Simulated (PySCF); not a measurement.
Al(Cl)(F)(NHMe) (CH4AlClFN), SMILES C[NH][Al]([F])[Cl]. Heavy atoms are numbered as in [Al:1]([Cl:2])([F:3])[NH:4][CH3:5]. Hydrogens are named by the atom that carries them.

Geometry: PBE0-D3(BJ)/def2-SVP. The structure was generated by enumeration; whether it is a known compound was not checked. One conformer was computed; it need not be the lowest.

Level of theory: PySCF with PBE/pcSseg-1.

GIAO shieldings, no solvent; atoms alike by connectivity are averaged. δ = σ(ref) − σ: ³⁵Cl against HCl (σ = 936.5 ppm); ¹⁹F against CFCl3 (σ = 133.6 ppm); ¹⁵N against NH3 (σ = 267.0 ppm); ¹³C against TMS (σ = 182.0 ppm); ¹H against TMS (σ = 31.49 ppm), references at their B3LYP-D3(BJ)/def2-TZVP geometries, non-relativistic (without spin–orbit terms, shifts of atoms bonded to Cl or Br come out too high).

Computed chemical shifts:
| nucleus | atoms | count | δ (ppm) |
|---|---|---|---|
| ³⁵Cl | Cl2 | 1 | -57.5 |
| ¹⁹F | F3 | 1 | -206.8 |
| ¹⁵N | N4 (NH) | 1 | 40.2 |
| ¹³C | C5 (CH3) | 1 | 35.3 |
| ¹H | H on C5 | 3 | 3.13 |
| ¹H | H on N4 | 1 | 0.88 |
